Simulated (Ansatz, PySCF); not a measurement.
Gas-phase reaction (SMILES): C=[CH][Ge]([Br])([Br])[Br] + F (HF) → [F][Ge]([Br])([Br])[Br] [tribromo(fluoro)germane] + C=C (C2H4) [ethene]; hydrogen fluoride cleaves one Ge-C bond, a model of a ligand-exchange step.

Structures are relaxed separately at B3LYP-D3(BJ)/def2-TZVP in Ansatz (a first-principles code), one conformer each, not searched for the lowest. Cores are frozen in the correlated levels unless marked. No spin-orbit coupling. The frozen core is the preceding noble-gas configuration, with the filled d and f shells of earlier blocks. Non-relativistic. Basis-set limits of correlation are two-point, X^-3; Hartree-Fock from the larger set. Thermal terms are rigid-rotor harmonic-oscillator values from B3LYP-D3(BJ) frequencies (Ansatz or PySCF) at 298.15 K and 1 atm. 1 Eh = 627.5095 kcal/mol.

```
species                     E, CCSD(T)/CBS(cc-pVTZ,cc-pVQZ) (Ansatz) (Eh)  E, wB97M-V/def2-TZVPD (Ansatz) (Eh)  H - E (Eh)
--------------------------  ---------------------------------------------  -----------------------------------  ----------
C=[CH][Ge]([Br])([Br])[Br]                                    -9871.60009                          -9877.06138     0.05557
F (HF)                                                         -100.39146                           -100.46200     0.01259
[F][Ge]([Br])([Br])[Br]                                       -9893.53796                          -9898.97593     0.01374
C=C (C2H4)                                                      -78.47456                            -78.56640     0.05494
```

Problem. Work out ΔE and ΔH at 298.15 K at the first level, then ΔH at the second.

Solution. 
1. ΔE = [(-9893.53796) + (-78.47456)] - [(-9871.60009) + (-100.39146)] = -0.02097 Eh = -13.2 kcal/mol at CCSD(T)/CBS(cc-pVTZ,cc-pVQZ).
2. The terms H - E add up to 0.00052 Eh, so ΔH = (-0.02097 + (0.00052))×627.5095 = -12.8 kcal/mol.
3. At wB97M-V/def2-TZVPD the same steps give ΔE = -11.9 and ΔH = -11.6 kcal/mol, a shift of +1.2 from the first level.
4. These values are not checked against measurement here, since the tables used lack a sound gas-phase enthalpy of formation for at least one species.
